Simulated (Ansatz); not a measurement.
Stepwise reaction of `F[SiH2]O[SiH2]F` with hydrogen, as a gas-phase model of exchange steps in deposition or etching. ΔE in kJ/mol; ΔG adds harmonic PBE0-D4 terms to CCSD(T)/CBS, at 1 bar.

Calculated with Ansatz (gas phase, PBE0-D4/def2-TZVP geometries, no zero-point term in ΔE). CBS: MP2 limit from def2 TZ/QZ plus the TZ coupled-cluster correction, frozen cores. This one scheme is used for every species. Functionals use def2-TZVPP. B3LYP here is the variant with VWN-RPA as its local correlation; programs differ in this. One conformer a species, not always the lowest.

| step | reaction | PBE-D4 | B3LYP-D4 | ωB97M-V | CCSD(T)/CBS | ΔG(400 K) |
| --- | --- | --- | --- | --- | --- | --- |
| 1 | `F[SiH2]O[SiH2]F` + H₂ → `F[SiH2]O[SiH3]` + H–F | 126.9 | 135.8 | 136.0 | 133.2 | 130.4 |
| 2 | `F[SiH2]O[SiH3]` + H₂ → `[SiH3]O[SiH3]` + H–F | 128.5 | 136.9 | 137.6 | 134.9 | 133.8 |

**Question.** By hand: ΔE of the 2 steps together at CCSD(T)/CBS.

**Answer.** (133.2) + (134.9) = 268.1 kJ/mol, or 134.1 kJ/mol a step.

In ΔE the steps differ by no more than 1.7 kJ/mol. All are uphill at CCSD(T)/CBS. ΔG lies between 130.4 and 133.8 kJ/mol a step. PBE-D4 differs from CCSD(T)/CBS by -6.4 to -6.3 kJ/mol a step. Isolated molecules leave out the surface, adducts and barriers. Largest T1 diagnostic: 0.012.
